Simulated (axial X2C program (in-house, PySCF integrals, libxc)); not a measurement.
# Spin–orbit effects down a group: molecules with Ga (ions), MP2

Calculated with an in-house relativistic program for diatomic molecules, spin-free (one-electron X2C) or two-component (2c: spin–orbit coupling with atomic mean-field Coulomb and Gaunt terms, which also bring small scalar terms), in Dyall basis sets with cores contracted in-house; open shells are unrestricted.

Basis sets: Ga dyall-cv3z, H dyall-v3z, Li dyall-cv3z, Na dyall-cv3z. Frozen shells (counts by l): GaH⁺ Ga 3s2p, H none, 13 electrons correlated; LiGa⁺ Ga 3s2p, Li 1s, 13 electrons correlated; NaGa⁺ Ga 3s2p1d, Na 2s1p, 3 electrons correlated. Where the outer core of a metal is frozen, bonds come out longer and ionisation energies lower. Frozen cores can differ along the series, which adds to the trend.

```
molecule   spin-free state  Re (Å)  ωe (cm⁻¹)  De (eV)  2c state  Re 2c (Å)  ωe 2c (cm⁻¹)  De 2c (eV)
    GaH⁺  M_S = 1/2, Λ = 0   1.625     1327.8     0.19   Ω = 1/2      1.626        1324.3        0.18
   LiGa⁺  M_S = 1/2, Λ = 0   3.058      203.4     1.12   Ω = 1/2      3.058         203.2        1.08
   NaGa⁺  M_S = 1/2, Λ = 0   3.419      110.7     0.84   Ω = 1/2      3.419         110.6         n/a
```

Question: Work out the shifts from the spin-free to the two-component result.

Answer: 

```json
{"molecule": "GaH⁺", "2c state": "Ω = 1/2", "ΔRe (Å)": "0.001", "Δωe (cm⁻¹)": "-3.5", "ΔDe (eV)": "-0.01"}
{"molecule": "LiGa⁺", "2c state": "Ω = 1/2", "ΔRe (Å)": "0.000", "Δωe (cm⁻¹)": "-0.2", "ΔDe (eV)": "-0.04"}
{"molecule": "NaGa⁺", "2c state": "Ω = 1/2", "ΔRe (Å)": "0.000", "Δωe (cm⁻¹)": "-0.1", "ΔDe (eV)": "n/a"}
```

Shifts of one unit in the last digit are rounding.

Fragments in 2c: Ga+ + H, Ga + Li+, Ga + Na+. Each entry is the lowest single determinant of a limited PBE0 search at one distance. De goes to single-determinant-based atoms at the same level (for ions the charge split of lowest energy) and is withheld (n/a) where an atom does not fit its ground term or J level. Main or longest-lived isotopes.
